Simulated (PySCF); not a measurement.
# Computed records: AlBFH3O, BFH5Si2

All values are calculated (PySCF 2.14.0). Calculation on a computer-drawn molecule: the log of a Hartree-Fock and frozen-core CCSD(T) single point meant for a local Hartree-Fock minimum, with one planted fault or none, to be diagnosed. Offsets are logged minus clean, where the clean run is the same molecule without the fault. The reference is restricted for singlets and unrestricted otherwise, and also for a bond in bohr or an excited solution. Adding or removing an electron swaps singlet and doublet. The excited solution moves the top pair (singlet) or top alpha electron (doublet) to the lowest empty orbital. Highest occupied and lowest empty are orbital energies over both spins, largest force is the largest gradient component, triples share is (T) over the correlation energy, the T1 limit is 0.02 restricted and 0.045 unrestricted, electrons count all cores, a negative frequency is imaginary (commonest isotopes), and the dipole is about the centre of nuclear charge.

Common to all runs: meant multiplicity 1; meant basis cc-pV(D+d)Z; logged SCF converged yes; possible faults no fault, one electron removed, one electron added, multiplicity raised by two, geometry at a saddle point, SCF held on an excited solution, minimal basis STO-3G, one bond length entered in bohr, all coordinates scaled.

```json
{"entry": 1, "formula": "AlBFH3O", "logged_structure": {"atoms_angstrom": [["F", -0.3339, 2.9617, 2.2111], ["B", -1.2973, 3.1161, 1.2949], ["O", -1.7998, 2.0469, 0.6886], ["Al", -2.2618, 0.5375, 0.073], ["H", -1.665, 4.2307, 1.0631], ["H", -4.4817, -0.8808, 1.4331], ["H", -1.5079, 0.008, -1.1968]]}, "given": {"meant_charge": 0, "logged_electrons": 38, "logged_basis_functions": 80, "logged_spin_squared": 0.817, "logged_highest_occupied [eV]": -8.7697, "logged_lowest_empty [eV]": 0.86265, "logged_largest_force [hartree/bohr]": 0.0099321, "logged_T1_diagnostic": 0.053454, "logged_D1_diagnostic": 0.25737, "logged_triples_share": 0.02481, "logged_CC_converged": "yes", "logged_dipole_magnitude [debye]": 1.697, "logged_SCF_stable_within_its_kind": "yes", "logged_energy_HF [hartree]": -442.7182, "logged_energy_CCSD(T) [hartree]": -443.26179, "drawn_bonds_atom": [1, 2, 3, 2, 4, 4], "drawn_bonds_other_atom": [2, 3, 4, 5, 6, 7], "drawn_bonds_order": [1, 1, 1, 1, 1, 1]}, "results": {"planted_fault": "one bond length entered in bohr, row 5 of the drawn bonds", "HF_energy_offset_from_clean_run [kcal/mol]": 63.91, "CCSD(T)_energy_offset_from_clean_run [kcal/mol]": 69.77}, "notes": ["T1 above single-reference limit"]}
{"entry": 2, "formula": "BFH5Si2", "logged_structure": {"atoms_angstrom": [["F", -2.341, 0.0096, 0.4228], ["B", -1.188, -0.0642, -0.1865], ["Si", 0.4728, 0.3296, 0.9998], ["Si", 1.4928, 2.4489, 1.5401], ["H", -1.0851, -0.3296, -1.3413], ["H", 1.1102, -0.876, 1.5635], ["H", 1.4355, 2.4809, 3.0098], ["H", 2.8531, 2.3098, 0.9965], ["H", 0.6782, 3.4748, 0.8771]]}, "given": {"meant_charge": 1, "logged_electrons": 46, "logged_basis_functions": 99, "logged_spin_squared": 0.0, "logged_highest_occupied [eV]": -11.594, "logged_lowest_empty [eV]": -9.8148, "logged_largest_force [hartree/bohr]": 0.096059, "logged_CC_converged": "no", "logged_dipole_magnitude [debye]": 3.3374, "logged_SCF_stable_within_its_kind": "no", "logged_energy_HF [hartree]": -704.32658, "drawn_bonds_atom": [1, 2, 3, 2, 3, 4, 4, 4], "drawn_bonds_other_atom": [2, 3, 4, 5, 6, 7, 8, 9], "drawn_bonds_order": [1, 1, 1, 1, 1, 1, 1, 1]}, "results": {"planted_fault": "SCF held on an excited solution", "HF_energy_offset_from_clean_run [kcal/mol]": 202.1}, "notes": ["CCSD not converged"]}
```
